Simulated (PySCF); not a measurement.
# Reading the logs of faulty runs: AlGeH4NO

All numbers below are calculated, not measured. The program is PySCF 2.14.0, an open-source quantum chemistry code, run on an isolated molecule that a program drew, which may never have been made. The molecule is AlGeH4NO (charge 0, singlet), drawn as the SMILES string `[NH2][GeH2][O][Al]`.

Each row is a Hartree-Fock (HF) and frozen-core CCSD(T) single point in the cc-pV(D+d)Z basis, meant for a local HF minimum. Run 1 is clean. Each other run has one planted mistake out of seven kinds, and not every kind appears here: one electron removed, one electron added, multiplicity raised by two, geometry at a saddle point, minimal basis STO-3G, one bond length entered in bohr, all coordinates scaled. The reference is restricted for singlets and unrestricted otherwise, and also for a bond in bohr. Adding or removing an electron swaps singlet and doublet. Electrons count all cores. HOMO and LUMO are orbital energies over both spins, the gradient is its largest component, and the lowest frequency (negative if imaginary) is given only where the gradient is small. Bond lengths are over the 7 bonds as drawn. T1 is the CCSD diagnostic: over 0.02 (restricted) or 0.045 (unrestricted) a single reference is doubtful. Germanium has the cc-pVDZ-PP basis, with a core potential (ECP10MDF) in place of its 10 inner electrons, and its 3s, 3p and 3d shells are frozen in CCSD(T).

Geometry of the clean run:
```xyz
8
AlGeH4NO, angstrom
N    -0.4567    0.4790   -0.7701
Ge   -0.7612   -1.2304   -1.3364
O    -2.3928   -1.7994   -0.9396
Al   -3.9259   -2.4101   -0.5963
H    -0.5010    0.6054    0.2266
H    -1.0431    1.1741   -1.1994
H     0.2310   -2.1465   -0.6254
H    -0.6219   -1.2555   -2.8559
```

```
run  electrons  basis functions  <S^2>  HOMO (eV)  LUMO (eV)  gradient (hartree/bohr)  lowest frequency (cm^-1)  mean bond (Å)  longest bond (Å)      T1  HF (hartree)  CCSD(T) (hartree)                 mistake
  1         64               94  0.000      -8.37       1.84                  1.7e-05                        74         1.4784             1.826  0.0161    -667.02705         -667.57913                no fault
  2         64               94  0.000      -8.19       1.93                  7.0e-02                         -         1.3882             1.715  0.0139    -666.98958         -667.52872  all coordinates scaled
  3         65               94  0.773       0.94       6.79                  6.0e-02                         -         1.4784             1.826  0.0177    -666.97553         -667.53342      one electron added
  4         64               94  0.000      -7.93      -0.86                  6.0e-02                         -         1.6926             3.185  0.0455    -666.84685         -667.41094                       ?
  5         64               94  2.002      -5.79      -0.06                  4.9e-03                         -         1.4784             1.826  0.0169    -666.94018         -667.45969                       ?
```

**Which mistake was planted in run 4, and what did it cost?**

The mean bond changes by a factor of 1.145 and the longest by 1.744, so the molecule wasn't scaled as a whole. A length L in bohr read as angstrom grows by (1/0.5292 - 1) L = 0.890 L. The 7 bonds together grew by 7 x 0.2142 = 1.499 Å, which gives L = 1.685 Å. That is bond O3-Al4, 1.686 Å in the clean geometry. So the mistake is: one bond length entered in bohr. Subtracting run 1 and multiplying by 627.51 kcal/mol a hartree, the energy moved by 113.1 kcal/mol in HF and 105.5 kcal/mol in CCSD(T).

**Which mistake was planted in run 5, and what did it cost?**

Electrons, basis and geometry are unchanged, and <S^2> is 2.002, beside S(S+1) = 2.00 for a multiplicity of 3. So the mistake is: multiplicity raised by two. Subtracting run 1 and multiplying by 627.51 kcal/mol a hartree, the energy moved by 54.5 kcal/mol in HF and 74.9 kcal/mol in CCSD(T).

Cautions from the logs. Run 3: the HOMO is above zero, so the electron isn't bound and the energy depends on the basis; run 4: T1 is over the limit, so its CCSD(T) energy is less reliable.
